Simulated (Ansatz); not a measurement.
Program: Ansatz. Geometries: PBE0-D4/def2-TZVP. ΔE: electronic, gas phase. CCSD(T)/CBS is the MP2 limit (def2-TZVPP, def2-QZVPP) plus CCSD(T) − MP2 in def2-TZVPP, frozen cores. This one scheme is used for every species. DFT in def2-TZVPP. Elements past krypton have def2 core potentials. For Sn outer-core shells are correlated without core-valence functions, which leaves a few kJ/mol of doubt a bond.

Reaction (cleavage of the Sn–B bond): `B[B]([SiH3])[SnH3]` + `[AlH2][SH]` → `[AlH2][S][SnH3]` + `BB[SiH3]`

```
             level  ΔE (kcal/mol)
         revPBE-D4           -7.7
      MP2/def2-SVP          -10.3
CCSD(T)/def2-TZVPP           -8.7
    CCSD/CBS(def2)          -10.5
```

(1) What does CCSD(T)/CBS give? (Estimate.)

Largest T1 diagnostic among the species: 0.016.

Results:

(1) The calculation gave: -9.5 kcal/mol. The listed levels differ from it by 1.8, -0.8, 0.8, -1.0 kcal/mol.

From BLYP to BHLYP (50 % exact exchange), in def2-TZVPP and without D4, ΔE moves by −3.1 kcal/mol. In def2-TZVPP, CCSD(T) changes the Hartree–Fock value by +8.9 kcal/mol (the triples alone add +1.0 kcal/mol) and MP2 by +8.3 kcal/mol.
